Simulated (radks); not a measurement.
Q: The mean radii <r> (bohr) of the occupied orbitals of an atom or ion are listed with their occupations. All-electron calculation, scalar-relativistic Kohn-Sham, exchange-only LDA, spin-polarised, spherical densities, finite nucleus; Fermi nuclear charge, rms radius of each element as measured or else 0.836 A^(1/3) + 0.57 fm. Program: a radial shooting solver on a logarithmic mesh with Libxc functionals.

| orbital | occ. | <r> |
|---|---|---|
| 1s up | 1 | 0.02509 |
| 1s down | 1 | 0.02509 |
| 2s up | 1 | 0.1075 |
| 2s down | 1 | 0.1075 |
| 2p up | 3 | 0.09427 |
| 2p down | 3 | 0.09427 |
| 3s up | 1 | 0.2856 |
| 3s down | 1 | 0.2855 |
| 3p up | 3 | 0.2835 |
| 3p down | 3 | 0.2834 |
| 3d up | 5 | 0.2601 |
| 3d down | 5 | 0.2600 |
| 4s up | 1 | 0.6561 |
| 4s down | 1 | 0.6557 |
| 4p up | 3 | 0.6960 |
| 4p down | 3 | 0.6952 |
| 4d up | 5 | 0.7737 |
| 4d down | 5 | 0.7712 |
| 5s up | 1 | 1.534 |
| 5s down | 1 | 1.534 |
| 5p up | 3 | 1.733 |
| 5p down | 1 | 1.743 |
| 4f up | 1 | 1.145 |

Name the element and its charge. Open shells, if any, are filled with parallel spins first.

A: Z = 57, lanthanum, charge +4: La4+ in [Kr] 4d10 5s2 5p4 4f1. The 1s radius gives Z: for a bare nucleus <r> = (2 gamma + 1)/(2Z) with gamma = sqrt(1 - (Z/c)^2), 0.02473 bohr for Z = 57, and screening makes it slightly larger (0.02509 here). The occupations add up to 53, and the charge is Z minus that.
